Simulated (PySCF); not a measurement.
C5H4F2O, SMILES O=C1C=CCC1(F)F. The structure is a stationary point at PBE0-D3(BJ)/def2-SVP. This is a generated structure with no PubChem entry under its InChIKey; it may be hypothetical. The values are those of a single conformer.

Computed equilibrium geometry at PBE0-D3(BJ)/def2-SVP (PySCF confirms it by a frequency run) as Cartesian coordinates in Å, and its point group (one conformer of several):
point group Cs.
```xyz
12

O      2.0868    -0.2214     0.0000
C      0.9830     0.2516     0.0000
C      0.5688     1.6633     0.0000
C     -0.7723     1.7489     0.0000
C     -1.4682     0.4197     0.0000
C     -0.3262    -0.5895     0.0000
F     -0.3521    -1.3858    -1.0882
F     -0.3521    -1.3858     1.0882
H      1.2773     2.4921     0.0000
H     -1.3323     2.6877     0.0000
H     -2.1055     0.2858    -0.8883
H     -2.1055     0.2858     0.8883
```
